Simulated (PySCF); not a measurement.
```xyz
3

Zn     0.0000     0.0000     0.0000
Br     0.8784     0.6458     1.9516
Br    -0.8784    -0.6458    -1.9516
```

Charge 0, multiplicity 1.

Problem. Give the Mulliken and meta-Löwdin atomic charges from TPSSh-D3(BJ)/def2-TZVP // TPSS-D3(BJ)/def2-SVP (PySCF).

Solution. 
```json
[
 {"atom": "Zn1", "Mulliken (e)": "0.54", "meta-Löwdin (e)": "1.18"},
 {"atom": "Br2", "Mulliken (e)": "-0.27", "meta-Löwdin (e)": "-0.59"},
 {"atom": "Br3", "Mulliken (e)": "-0.27", "meta-Löwdin (e)": "-0.59"}
]
```
